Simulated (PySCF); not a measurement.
# O²⁺ (oxygen, charge +2) across methods

[He] 2s2 2p1 3d1, one real determinant (an excited configuration). Calculation: PySCF 2.14, in dyall-av3z; the spin-free X2C one-electron Hamiltonian (Gaussian nucleus).

| method | E (hartree) | mean ε 2s β (eV) | mean ε 2p α (eV) | mean ε 3d α (eV) | Σ⟨r²⟩ (bohr²) | ⟨S²⟩ |
| --- | --- | --- | --- | --- | --- | --- |
| B97-3 | -71.8192 | -68.839 | -58.484 | -11.716 | 10.48 | 2.001 |
| BHandHLYP | -71.8223 | -70.744 | -61.425 | -12.134 | 10.49 | 2.001 |
| PBE | -71.7660 | -66.160 | -55.309 | -11.122 | 10.43 | 2.001 |
| LDA | -71.2569 | -65.881 | -54.991 | -10.758 | 10.41 | 2.000 |
| UHF | -71.62914 | -74.048 | -66.744 | -12.987 | 10.60 | 2.002 |
| PBE0 | -71.7659 | -68.490 | -58.299 | -11.704 | 10.46 | 2.001 |
| LC-wPBE | -71.7677 | -71.554 | -60.910 | -14.042 | 10.38 | 2.001 |
| r2SCAN | -71.7883 | -66.695 | -56.532 | -11.014 | 10.46 | 2.002 |
| wB97X | -71.8235 | -71.185 | -60.645 | -13.654 | 10.44 | 2.001 |

⟨L²⟩ = 8.00 against 12 for a pure F term, so this real determinant mixes terms. The outer electron is Rydberg-like, and this basis confines it to a smaller radius and binds it less than a complete one would.
